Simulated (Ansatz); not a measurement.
The first iterations of a band of GaH5O (7 atoms, charge 0, multiplicity 1).

Theory: RKS PBE-D4/def2-SVP (Ansatz 0.2.0).

* movable images: 3
* climbing image: yes
* spring: 5.0 eV/Å²
* optimiser: quadratic models (default)
* start path: through a guess of the saddle point
* force threshold: 0.05 eV/Å
* iteration limit: 60
* end points: relaxed

Image 0:

```xyz
7
Properties=species:S:1:pos:R:3
Ga 0.028 0.109 0.072
H -0.113 0.642 1.567
H 1.410 0.268 -0.678
H -1.308 -0.079 -0.773
O 0.160 -2.019 0.644
H -0.704 -2.416 0.417
H 0.199 -2.052 1.619
```

Image 4:

```xyz
7
Properties=species:S:1:pos:R:3
Ga 0.040 -0.533 -0.411
H -0.024 0.268 2.241
H 1.440 0.157 -0.566
H -1.403 0.085 -0.579
O 0.179 -2.302 -0.050
H -0.690 -2.737 0.021
H 0.130 -0.486 2.211
```

| iteration | highest image above the first end (eV) | largest band force component (eV/Å) |
| --- | --- | --- |
| 1 | 1.808 | 3.757 |
| 2 | 1.131 | 1.610 |

Q: Does the band converge within its limit, and where does its top end?

A: The forces met the threshold. It ended after 8 iterations with the highest image 0.834 eV above the first end. Another band between the same ends (7 images) ends at a top of the same energy, where a vibrational analysis finds 1 clearly imaginary mode. So few images can step over the top or miss a turn of the path. The orbitals stay closed-shell, which can raise the energy where a bond breaks towards radicals; this wasn't checked here.

The run took 43 s on 1 thread of Arm Neoverse V2, on a shared host, peak memory 0.12 GiB.
